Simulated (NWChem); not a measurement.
System: C5H5F; SMILES C#CC/C=C/F

NWChem input:

```
start job
memory heap 200 mb stack 900 mb global 1100 mb
geometry units angstroms noautosym nocenter noautoz
  C      0.786719    -2.874366    -0.069625
  C      0.033403    -1.931437    -0.040729
  C     -0.874586    -0.779147     0.009882
  C     -0.179560     0.497026     0.428666
  C     -0.166426     1.583613    -0.332897
  F      0.441730     2.722901     0.050109
  H      1.456176    -3.703436    -0.099428
  H     -1.350287    -0.640853    -0.970624
  H     -1.691122    -1.001771     0.713318
  H      0.325724     0.512189     1.390654
  H     -0.627922     1.672999    -1.313075
end
basis spherical
  * library 6-31g*
end
dft
  xc b3lyp
  iterations 150
end
property
  response 1 0.0773
end
task dft property
```

Geometry: optimised at B3LYP/6-31G* (spherical d). B3LYP is NWChem's, with the RPA form of VWN correlation.

Field at 589 nm.

### Question
Give the results of this calculation. (B3LYP/6-31G* (spherical d).) Quantities: isotropic polarisability (bohr³); anisotropy (bohr³).

### Answer
```
Property                          Result
--------------------------------  ------
isotropic polarisability (bohr³)    49.1
anisotropy (bohr³)                  40.3
```
